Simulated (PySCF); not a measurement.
C₄H₆, triplet, geometry from GFN2-xTB (a higher spin typed on purpose: for a closed-shell molecule this is an excited state), atoms displaced at random by about 0.05 Å a coordinate. Base run: PySCF with PBE0/STO-3G.

The PySCF input:
```python
from pyscf import gto, scf, dft
from pyscf.geomopt import geometric_solver

mol = gto.Mole()
mol.atom = '''
    C     1.760957    0.140680   -0.626069
    C     0.574552   -0.104988    0.258718
    C    -0.649292    0.040948   -0.231774
    C    -1.664799   -0.283626    0.674289
    H     2.171384    1.204730   -0.735372
    H     2.227655   -0.445843   -1.293660
    H     0.873715   -0.374433    1.187461
    H    -0.879431    0.421165   -1.190603
    H    -2.710760   -0.179179    0.368182
    H    -1.566444   -0.595523    1.636669
'''
mol.basis = 'sto-3g'
mol.charge = 0
mol.spin = 2
mol.verbose = 3
mol.build()

def method(m):
    mf = dft.UKS(m)
    mf.xc = 'pbe0'
    return mf

conv, mol_eq = geometric_solver.kernel(method(mol), maxsteps=100)
print('optimisation converged:', conv)
print(mol_eq.tostring(format='xyz'))
mf = method(mol_eq)
mf.kernel()
```

Variants of this job, named by their change:

| change | ΔE vs base (kcal/mol) | optimiser steps | core-seconds (rough) |
|---|---|---|---|
| base | 0.000 | 17 | 90 |
| coordsys = cart | 0.002 | 35 | 200 |
| convergence_set = GAU_VERYTIGHT | 0.000 | 28 | 100 |
| coordsys = hdlc | 0.000 | 17 | 70 |
| convergence_set = NWCHEM_LOOSE | 0.000 | 16 | 60 |
| trust = 0.02 | 0.000 | 18 | 60 |
| convergence_set = GAU_TIGHT | 0.000 | 25 | 100 |

Open shells are given as the SCF converged; they aren't shown to be the lowest states, and a large step between rows can be another state.
